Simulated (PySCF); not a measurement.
# [TmH4]− at several levels of theory

Computed with PySCF 2.14.0 (density fitting, no spin-orbit coupling) at the geometry relaxed with PBE0:

```xyz
5
[TmH4]− (singlet in the valence; each metal's 4f electrons, 12 of them, lie in its core potential, out of spins and levels)
Tm    0.0000    0.0000    0.0000
H     1.1871    1.1871    1.1871
H    -1.1871   -1.1871    1.1871
H     1.1871   -1.1871   -1.1871
H    -1.1871    1.1871   -1.1871
```

| level | basis | state | HOMO (eV) | gap (eV) | charge on Tm1 (e) | population of f-type functions on Tm1 (polarisation alone where 4f lies in the core) | dipole about the centre of mass (D) | largest force component (eV/Å) |
| --- | --- | --- | --- | --- | --- | --- | --- | --- |
| PBE0 | Tm lcecp-1-SVP with ECP58, H def2-SVP | singlet | -2.03 | 6.34 | 0.23 | 0.01 | 0.00 | 0.00 |
| BP86 | the same | singlet | -0.91 | 4.24 | 0.04 | 0.01 | 0.00 | 0.02 |
| TPSSh | the same | singlet | -1.52 | 5.51 | 0.40 | 0.01 | 0.00 | 0.01 |

In the lcecp rows the 4f levels are missing from HOMO and gap, and the state counts the valence alone.

Charges are Mulliken's, which hang on the basis. The relaxation used the grid (50, 194), these runs (75, 302) or, all-electron (x2c bases, spin-free X2C Hamiltonian), (99, 590).

Problem. What does PBE0 with Tm lcecp-1-TZVP with ECP58, H def2-TZVP give here?

Solution. state singlet, HOMO (eV) -2.12, gap (eV) 6.36, charge on Tm1 (e) 0.59, population of f-type functions on Tm1 (polarisation alone where 4f lies in the core) 0.02, dipole about the centre of mass (D) 0.00, largest force component (eV/Å) 0.00. Time: 3.5 s on 2 threads of Intel(R) Xeon(R) Platinum 8488C (Sapphire Rapids), with other jobs on the host, from free ions and atoms.

In the first row's basis the gap widens with exact exchange: 4.2 eV for BP86 (none); 5.5 to 6.3 eV for TPSSh, PBE0 (a fixed share).

An lcecp potential fixes the number of 4f electrons, so in runs with it no electron can move into or out of that shell.
